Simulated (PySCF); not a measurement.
# Working with the constants of SnGe

UHF-CCSD(T) constants of SnGe, ³Σ⁻ (triplet), unpaired electrons π ↑↑ (basis Sn cc-pVDZ-PP with ECP28, Ge cc-pVDZ-PP with ECP10; scalar-relativistic core potentials; PySCF 2.14; masses 119.9022 and 73.9212 u):

| Quantity | Value |
| --- | --- |
| ωe | 231.3 cm⁻¹ |
| ωexe | 0.472 cm⁻¹ |
| Be | 0.054053 cm⁻¹ |
| αe | 0.000156 cm⁻¹ |
| D (centrifugal) | 1.18e-08 cm⁻¹ |
| De to Sn + Ge | 2.12 eV |

Give the vibrational terms G(v) and spacings up to v = 6.

G(v) = ωe(v+½) − ωexe(v+½)².

```
v  G(v) (cm⁻¹)  G(v) − G(v−1)  Bv (cm⁻¹)
0        115.5                   0.05397
1        345.9          230.4    0.05382
2        575.3          229.4    0.05366
3        803.8          228.5    0.05351
4       1031.3          227.5    0.05335
5       1257.9          226.6    0.05319
6       1483.5          225.6    0.05304
```

How well does the Morse estimate ωe²/(4ωexe) reproduce De, and what is D0?

It gives 3.51 eV, 166 % of the computed De. D0 = De − G(0) = 2.12 − 0.01 = 2.11 eV.

Correlated steps freeze 8 core orbitals. Correlated levels converge slowly with the basis: in double zeta they bind strong bonds too weakly, by up to about 1 eV, and carry superposition errors of some tenths. Spin–orbit coupling is left out, which matters for elements this heavy, above all for dissociation energies. The state is the lowest determinant that a PBE0 search found; another state may lie lower at other levels.
